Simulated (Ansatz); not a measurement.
`N[SiH2]S[SiH](N)O`, relaxed with RKS PBE0-D4/def2-TZVP in Ansatz from a GFN2-xTB geometry. The force threshold is 0.005 eV/Å; the program also tests the step.

The species carries charge 0 and has multiplicity 1.

Start:

```xyz
14

N     1.242   -0.706   -1.366
Si   -0.330   -1.384   -1.369
S    -0.999   -1.451    0.675
Si   -0.661    0.551    1.358
N     1.024    0.908    1.265
O    -1.277    1.678    0.361
H     1.726   -0.551   -2.234
H     1.441    0.026   -0.697
H    -1.356   -0.652   -2.123
H    -0.261   -2.778   -1.773
H    -1.305    0.588    2.662
H     1.290    1.870    1.405
H     1.644    0.301    1.778
H    -2.177    1.601    0.058
```

(1) How much energy does the relaxation release, and in how many steps? (Estimate.)

(2) Which bonds change most? (Best estimate.)

(3) Give the relaxed structure. (Estimate.)

Answers

(1) The calculation gave: 7.78 kJ/mol, in 19 steps.

(2) The calculation gave: Si4–H11 from 1.455 to 1.487 Å; Si2–H10 from 1.453 to 1.484 Å; Si2–H9 from 1.468 to 1.488 Å; S3–Si4 from 2.142 to 2.124 Å.

(3) Computed: 
```xyz
14

N     1.345   -0.785   -1.374
Si   -0.276   -1.322   -1.310
S    -0.932   -1.484    0.730
Si   -0.700    0.541    1.326
N     0.961    0.955    1.260
O    -1.397    1.649    0.336
H     1.883   -0.910   -2.216
H     1.570    0.075   -0.893
H    -1.270   -0.469   -2.017
H    -0.345   -2.692   -1.878
H    -1.342    0.598    2.666
H     1.230    1.908    1.453
H     1.627    0.301    1.642
H    -2.353    1.635    0.273
```
